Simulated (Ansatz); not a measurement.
The same group exchange along the group O, S, Te.

Isolated molecules relaxed with PBE0-D4/def2-TZVP in Ansatz; ΔE leaves out vibrations. CCSD(T)/CBS is the MP2 limit (def2-TZVPP, def2-QZVPP) plus CCSD(T) − MP2 in def2-TZVPP, frozen cores. This one scheme is used for every species. def2 core potentials past Kr. For I, Te outer-core shells are correlated without core-valence functions, which leaves a few kJ/mol of doubt a bond. One conformer a species, not always the lowest.

**Question.** Order these by ΔE at CCSD(T)/CBS, lowest first. (Estimate.)
A. `CBO` + `C=CI` → `C=C(I)BC` + H₂O
B. `CB[TeH]` + `C=CI` → `C=C(I)BC` + H₂Te
C. `CBS` + `C=CI` → `C=C(I)BC` + H₂S

**Answer.** B (+10.3 kcal/mol), C (+14.2 kcal/mol), A (+25.1 kcal/mol).

Largest T1 diagnostic: 0.013, for `CB[TeH]`.
